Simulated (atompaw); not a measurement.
**Which change was made? (Fe, PAW (atompaw))**

atompaw 4.2.0.5 input, output lines left out:

```
Fe 26
GGA-PBE scalarrelativistic loggrid 1500 logderivrange -4 5 226
4 4 3 0 0 0
4 0 0
4 1 0
3 2 6
0 0 0
c
c
c
v
c
c
v
v
2
2.55 1.90 2.25 1.65
y
-0.75
n
y
2.55
n
y
1.35
n
custom rrkj gramschmidtortho gaussian
bessel
2.55
2.55
2.55
2.55
0.85
0.85
```

Cutoffs, loose and tight: the cutoffs (Ry, on a coarse ladder) from which the occupation-weighted sum of valence levels, in a spherical-Bessel basis at the reference potential, stays within 10 and 1 mRy of its value at 400 Ry. They see the waves, projectors and local potential, not the compensation charge or the core.

The base gives: outcome: generated; cutoff, loose: 160 Ry; cutoff, tight: 260 Ry; bound ghosts: none.

(1) After one change the result is: outcome: generated; cutoff, loose: 100 Ry; cutoff, tight: 180 Ry; bound ghosts: none. Which change was it?
A. all radii scaled by about 0.74 (s 1.88, p 1.88, d 0.62 bohr); local potential bessel scheme, radius 1.66 bohr; augmentation gaussian compensation charge, radius 1.40 bohr; PAW radius 1.88 bohr; waves and projectors: custom rrkj gramschmidtortho; core correction smooth core density matched at 1.22 bohr
B. all radii scaled by about 1.21 (s 3.08, p 3.08, d 1.02 bohr); local potential bessel scheme, radius 2.72 bohr; augmentation gaussian compensation charge, radius 2.30 bohr; PAW radius 3.08 bohr; waves and projectors: custom rrkj gramschmidtortho; core correction smooth core density matched at 2.00 bohr
C. all radii scaled by about 0.85 (s 2.16, p 2.16, d 0.72 bohr); local potential bessel scheme, radius 1.92 bohr; augmentation gaussian compensation charge, radius 1.62 bohr; PAW radius 2.16 bohr; waves and projectors: custom rrkj gramschmidtortho; core correction smooth core density matched at 1.40 bohr

## Answers

(1) B. The others give: all radii scaled by about 0.85 (s 2.16, p 2.16, d 0.72 bohr); local potential bessel scheme, radius 1.92 bohr; augmentation gaussian compensation charge, radius 1.62 bohr; PAW radius 2.16 bohr; waves and projectors: custom rrkj gramschmidtortho; core correction smooth core density matched at 1.40 bohr → outcome: generated; cutoff, loose: 200 Ry; cutoff, tight: over 300 Ry; bound ghosts: none | all radii scaled by about 0.74 (s 1.88, p 1.88, d 0.62 bohr); local potential bessel scheme, radius 1.66 bohr; augmentation gaussian compensation charge, radius 1.40 bohr; PAW radius 1.88 bohr; waves and projectors: custom rrkj gramschmidtortho; core correction smooth core density matched at 1.22 bohr → outcome: generated; cutoff, loose: 260 Ry; cutoff, tight: over 300 Ry; bound ghosts: s.
